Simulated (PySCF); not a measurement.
A geometry optimisation, step by step.

Compound: 3-chloro-1,1,1,2,2-pentafluoropropane, C3H2ClF5.
Atom-mapped SMILES: `[F:1][C:2]([F:3])([F:4])[C:5]([F:6])([F:7])[CH2:8][Cl:9]` (hydrogens: H10, H11 on C8)

Computed by this run: PBE0-D3(BJ)/def2-SVP geometry optimisation, gas phase (PySCF); density fitting, grid level 2; the optimiser is geomeTRIC in internal coordinates, started from a GFN2-xTB structure. The frame can shift and turn from step to step; on so coarse a grid that alone can change the energy by a few meV, and forces under 0.02 eV/Å are noise.

Step 0: E = -29213.7578 eV, largest atomic force 0.688 eV/Å
```
atom  x, y, z in Å  |  force x, y, z in eV/Å
F1      1.350   -1.284    0.458   -0.246   0.192   0.054
C2      1.283   -0.069   -0.094    0.550  -0.192  -0.161
F3      1.510   -0.201   -1.396   -0.201   0.178   0.203
F4      2.271    0.659    0.417   -0.334   0.091   0.017
C5     -0.100    0.586    0.194    0.126   0.425   0.202
F6     -0.234    1.663   -0.606    0.037  -0.471  -0.054
F7     -0.061    1.066    1.463   -0.078  -0.449  -0.236
C8     -1.286   -0.364    0.064    0.501   0.190  -0.432
Cl9    -1.321   -1.115   -1.547   -0.198   0.024   0.159
H10    -2.204    0.210    0.203   -0.161   0.142   0.092
H11    -1.203   -1.147    0.818    0.004  -0.129   0.156
```

Step 1: E = -29213.7872 eV, largest atomic force 0.590 eV/Å
```
atom  x, y, z in Å  |  force x, y, z in eV/Å
F1      1.601   -0.802    0.785    0.074  -0.039  -0.061
C2      1.286    0.317    0.140   -0.416   0.299   0.293
F3      1.783    0.282   -1.080    0.018  -0.117  -0.063
F4      1.817    1.347    0.791    0.123  -0.126  -0.108
C5     -0.255    0.491    0.128   -0.246  -0.188  -0.116
F6     -0.558    1.469   -0.739    0.150   0.135   0.041
F7     -0.618    0.887    1.366    0.127   0.120   0.044
C8     -1.109   -0.728   -0.165   -0.028   0.098   0.088
Cl9    -0.870   -1.402   -1.773    0.093  -0.043  -0.076
H10    -2.147   -0.366   -0.079    0.076  -0.126   0.002
H11    -0.926   -1.496    0.598    0.027  -0.014  -0.044
```

Step 2: E = -29213.8078 eV, largest atomic force 0.166 eV/Å
```
atom  x, y, z in Å  |  force x, y, z in eV/Å
F1      1.560   -0.812    0.783    0.013  -0.069   0.115
C2      1.256    0.313    0.142    0.072   0.071   0.083
F3      1.727    0.238   -1.088    0.059   0.021  -0.154
F4      1.848    1.326    0.763   -0.071  -0.075  -0.053
C5     -0.274    0.513    0.141    0.072   0.018   0.027
F6     -0.549    1.504   -0.722   -0.044  -0.020   0.052
F7     -0.613    0.921    1.383   -0.053  -0.019  -0.057
C8     -1.102   -0.721   -0.163   -0.027   0.130   0.047
Cl9    -0.798   -1.384   -1.769   -0.024  -0.026  -0.038
H10    -2.152   -0.408   -0.091   -0.022  -0.045  -0.019
H11    -0.899   -1.490    0.594    0.025   0.014  -0.004
```

Step 3: E = -29213.8101 eV, largest atomic force 0.083 eV/Å
```
atom  x, y, z in Å  |  force x, y, z in eV/Å
F1      1.563   -0.810    0.796   -0.010  -0.011   0.006
C2      1.259    0.311    0.142    0.032   0.058   0.050
F3      1.733    0.231   -1.088    0.002  -0.025  -0.020
F4      1.848    1.327    0.758   -0.027  -0.017  -0.024
C5     -0.273    0.514    0.140   -0.009   0.004  -0.017
F6     -0.552    1.506   -0.718    0.014   0.001   0.005
F7     -0.617    0.919    1.381    0.000  -0.019   0.000
C8     -1.102   -0.718   -0.165   -0.007   0.028   0.016
Cl9    -0.808   -1.381   -1.774   -0.007  -0.005  -0.015
H10    -2.156   -0.414   -0.089    0.001  -0.003   0.000
H11    -0.891   -1.486    0.589    0.011  -0.008  -0.001
```

Step 4: E = -29213.8106 eV, largest atomic force 0.027 eV/Å
```
atom  x, y, z in Å  |  force x, y, z in eV/Å
F1      1.561   -0.805    0.807    0.003   0.013  -0.005
C2      1.260    0.311    0.144   -0.014   0.012   0.009
F3      1.735    0.220   -1.087    0.000  -0.016   0.021
F4      1.847    1.332    0.751    0.004  -0.004  -0.014
C5     -0.272    0.514    0.140   -0.008  -0.002  -0.024
F6     -0.551    1.508   -0.716    0.013   0.005  -0.001
F7     -0.617    0.915    1.381   -0.001  -0.003   0.018
C8     -1.102   -0.717   -0.166    0.000  -0.012  -0.009
Cl9    -0.816   -1.375   -1.780   -0.003   0.005   0.001
H10    -2.156   -0.417   -0.085    0.003   0.007   0.008
H11    -0.884   -1.488    0.583    0.003  -0.005  -0.005
```

Step 5: E = -29213.8113 eV, largest atomic force 0.076 eV/Å
```
atom  x, y, z in Å  |  force x, y, z in eV/Å
F1      1.562   -0.791    0.833   -0.008   0.023  -0.009
C2      1.261    0.312    0.148   -0.026  -0.058  -0.042
F3      1.737    0.194   -1.080   -0.018  -0.003   0.036
F4      1.846    1.344    0.734    0.026   0.044   0.021
C5     -0.272    0.513    0.139    0.008  -0.005  -0.012
F6     -0.548    1.511   -0.712    0.009   0.005  -0.005
F7     -0.618    0.908    1.383    0.000   0.012   0.022
C8     -1.102   -0.716   -0.170    0.011  -0.046  -0.043
Cl9    -0.833   -1.360   -1.794    0.003   0.016   0.020
H10    -2.155   -0.421   -0.076    0.003   0.012   0.017
H11    -0.873   -1.494    0.569   -0.006   0.000  -0.005
```

Step 6: E = -29213.8116 eV, largest atomic force 0.082 eV/Å
```
atom  x, y, z in Å  |  force x, y, z in eV/Å
F1      1.561   -0.780    0.854    0.005   0.022  -0.011
C2      1.261    0.312    0.151   -0.037  -0.061  -0.041
F3      1.736    0.174   -1.076   -0.004   0.005   0.037
F4      1.844    1.354    0.720    0.032   0.033   0.018
C5     -0.271    0.512    0.139    0.006   0.002   0.008
F6     -0.546    1.512   -0.709   -0.001   0.005  -0.006
F7     -0.618    0.904    1.384   -0.003   0.007   0.006
C8     -1.101   -0.717   -0.174    0.007  -0.030  -0.040
Cl9    -0.844   -1.346   -1.805    0.002   0.011   0.015
H10    -2.154   -0.423   -0.069    0.000   0.005   0.013
H11    -0.865   -1.501    0.557   -0.006   0.001   0.000
```

Step 7: E = -29213.8118 eV, largest atomic force 0.035 eV/Å
```
atom  x, y, z in Å  |  force x, y, z in eV/Å
F1      1.562   -0.774    0.864   -0.002   0.006   0.000
C2      1.261    0.311    0.153   -0.006  -0.031  -0.017
F3      1.737    0.163   -1.072   -0.004   0.006   0.007
F4      1.845    1.359    0.713    0.007   0.015   0.011
C5     -0.271    0.511    0.140    0.001   0.004   0.013
F6     -0.545    1.512   -0.709    0.000   0.001  -0.003
F7     -0.619    0.902    1.384   -0.001   0.001  -0.005
C8     -1.100   -0.718   -0.176    0.005  -0.007  -0.017
Cl9    -0.850   -1.338   -1.811    0.003   0.005   0.004
H10    -2.153   -0.424   -0.063    0.000  -0.001   0.006
H11    -0.863   -1.505    0.550   -0.002   0.001   0.001
```

Step 8: E = -29213.8118 eV, largest atomic force under 0.02 eV/Å
```
atom  x, y, z in Å  |  force x, y, z in eV/Å
F1      1.562   -0.774    0.864    0.001   0.001  -0.001
C2      1.260    0.311    0.153    0.000  -0.003  -0.001
F3      1.737    0.163   -1.072    0.001   0.001   0.001
F4      1.845    1.359    0.713    0.000   0.002   0.003
C5     -0.271    0.511    0.140   -0.002   0.002   0.007
F6     -0.545    1.511   -0.709    0.000   0.000  -0.001
F7     -0.619    0.903    1.384   -0.001  -0.002  -0.006
C8     -1.100   -0.718   -0.176    0.000   0.001  -0.003
Cl9    -0.850   -1.337   -1.811    0.002   0.001  -0.002
H10    -2.152   -0.424   -0.062   -0.001  -0.002   0.001
H11    -0.862   -1.505    0.550    0.001   0.000   0.000
```

**Question.** Summarise the path.

**Answer.** The energy falls by 0.0540 eV from step 0 to step 8; nine tenths of that is first reached at step 2. It falls at every step. The largest force goes from 0.688 to under 0.02 eV/Å. Among the bonds C2–C5 changes most (a near tie, within 0.001 Å, with another), from 1.558 to 1.544 Å; the atoms move by 0.115 Å rms after alignment.

**Question.** Follow the three bonds and two angles with the largest change from start to end.

**Answer.** 
```tsv
step	E above end (eV)	largest force (eV/Å)	C2–C5 (Å)	C8–Cl9 (Å)	C5–C8 (Å)	C5–C8–Cl9 (°)	F6–C5–F7 (°)
0	0.0540	0.688	1.558	1.779	1.525	110.8	106.0
1	0.0246	0.590	1.551	1.760	1.518	114.0	108.6
2	0.0040	0.166	1.543	1.764	1.517	113.2	108.5
3	0.0017	0.083	1.546	1.766	1.516	113.4	108.2
4	0.0012	0.027	1.546	1.767	1.516	113.5	108.2
5	0.0005	0.076	1.546	1.768	1.515	113.6	108.3
6	0.0002	0.082	1.545	1.767	1.515	113.6	108.3
7	0.0000	0.035	1.544	1.766	1.516	113.6	108.3
8	0.0000	under 0.02	1.544	1.766	1.516	113.6	108.3
```

The cost below is that of the whole optimisation. Hardware: Arm Neoverse V1, one thread, on a shared host. Cost: 75 s of wall time, 0.71 GiB resident at most.
